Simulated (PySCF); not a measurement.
Method used: core-valence-separated Tamm–Dancoff BHandHLYP/aug-pcX-1 (pcseg-1 on H, def2-SVPD on Si) in PySCF, non-relativistic, gas phase, PBE0-D3(BJ)/def2-SVP geometry. BHandHLYP without relativity tends to put these K edges a few eV too low, so spacings mean more than positions.

Main lines of an unknown, eV (oscillator strength): C K: 285.3 (0.008), 285.6 (0.015), 286.1 (0.051), 286.1 (0.032), 286.5 (0.021); N K: 399.4 (0.006), 400.3 (0.012), 400.5 (0.036). Listed: the first five lines at most of each edge with a tenth or more of its strongest line's intensity; roots within 0.03 eV on the same or equivalent atoms are summed. Only the lowest roots were sought, and the top ones are left out.

Question: Which candidate gives them?
A. `CCCN([SiH3])[SiH3]`
B. `CN(C)[SiH2]C[SiH3]`

Answer: A. 

- `CCCN([SiH3])[SiH3]`: C K: 285.3 (0.008), 285.6 (0.015), 286.1 (0.051), 286.1 (0.032), 286.5 (0.021); N K: 399.4 (0.006), 400.3 (0.012), 400.5 (0.036). First C line listed at 285.3 eV, hole on the methyl carbon; first N line listed at 399.4 eV, hole on the nitrogen bridging silicon atoms.
- `CN(C)[SiH2]C[SiH3]`: C K: 285.6 (0.029), 285.8 (0.015), 285.9 (0.018), 286.2 (0.022), 286.4 (0.020); N K: 400.1 (0.010), 400.4 (0.005), 400.7 (0.003), 401.0 (0.008), 401.4 (0.002). First C line listed at 285.6 eV, hole on the sp3 carbon bound to silicon; first N line listed at 400.1 eV, hole on the silicon-bound nitrogen.

One conformer each; other structures than these candidates weren't tested.

Shape of the structure used: `[CH3:1][CH2:2][CH2:3][N:4]([SiH3:5])[SiH3:6]`: C1–C2–C3–N4 180°, C2–C3–N4–Si5 86°.
